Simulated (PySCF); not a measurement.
BH5O4Ti, SMILES [OH][Ti]([OH])([O]B)[OH], multiplicity 1.

The structure is a stationary point at r2SCAN-D4/def2-SVP. The multiplicity is an assumed one; other spin states were not compared. The values are those of a single conformer.

These are r2SCAN/def2-TZVP in PySCF values and carry that method's errors.

Gas-phase values at a fixed geometry.

```yaml
total_energy: -1178.43968 hartree
highest_occupied_level: -6.56 eV
lowest_empty_level: -2.53 eV
orbital_gap: 4.03 eV
dipole_moment: 3.18 D
quadrupole, principal values (traceless, Buckingham form, about the centre of nuclear charge): -4.66, 1.17, 3.49 D·Å
mean_static_polarisability: 66.7 bohr³ (9.89 Å³)
polarisability_principal_values: 57.1, 61.0, 82.0 bohr³
```
